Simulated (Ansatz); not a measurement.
Be₄O₄⁻, that is (BeO)4 cube with one electron more. Total charge -1; doublet. Geometry B3LYP-D4/def2-SVP, that of the neutral singlet; atoms count from 1.

```csv
atom,x (Å),y (Å),z (Å)
Be1,-0.274,-0.558,1.108
O2,0.097,1.023,1.120
Be3,-0.824,0.943,-0.215
O4,-1.412,-0.562,-0.052
Be5,-0.081,-0.855,-0.936
O6,0.986,-1.128,0.257
Be7,1.180,0.470,0.043
O8,0.328,0.668,-1.326
```

The highest occupied level of the charge -1 doublet lies above zero (up to 0.67 eV). By energy differences its removal costs 0.63 eV (vertical, to the charge 0 singlet, at PBE0-D4/def2-TZVPD); a positive level beside a positive removal energy at the same level points to self-interaction error.

Problem. Estimate the Mulliken populations from the PBE0/def2-TZVPD orbitals of Ansatz.

Solution. 
```
atom  charge (e)  spin (α − β)
 Be1        0.27          0.36
  O2       -0.52         -0.11
 Be3        0.27          0.36
  O4       -0.52         -0.11
 Be5        0.27          0.36
  O6       -0.52         -0.11
 Be7        0.27          0.36
  O8       -0.52         -0.11
```
Mulliken values and Mayer orders depend strongly on the basis. With diffuse functions, as here, like atoms can get unlike values, and bond orders can come out too low or too high.

Problem. Where does the spin sit?

Solution. Summed by element: Be 1.43, O -0.43, of 1 unpaired in all. Largest on single atoms: Be5 0.36, Be1 0.36, Be3 0.36.

Problem. And the Mayer bond orders between bonded heavy atoms (over 0.3)?

Solution. Be1–O2 0.55 (1.62 Å); Be1–Be3 0.85 (2.08 Å); Be1–O4 0.55 (1.62 Å); Be1–Be5 0.85 (2.08 Å); Be1–O6 0.55 (1.62 Å); Be1–Be7 0.85 (2.08 Å); O2–Be3 0.55 (1.62 Å); O2–Be7 0.55 (1.62 Å); Be3–O4 0.55 (1.62 Å); Be3–Be5 0.85 (2.08 Å); Be3–Be7 0.85 (2.08 Å); Be3–O8 0.55 (1.62 Å); O4–Be5 0.55 (1.62 Å); Be5–O6 0.55 (1.62 Å); Be5–Be7 0.85 (2.08 Å); Be5–O8 0.55 (1.62 Å); O6–Be7 0.55 (1.62 Å); Be7–O8 0.55 (1.62 Å).
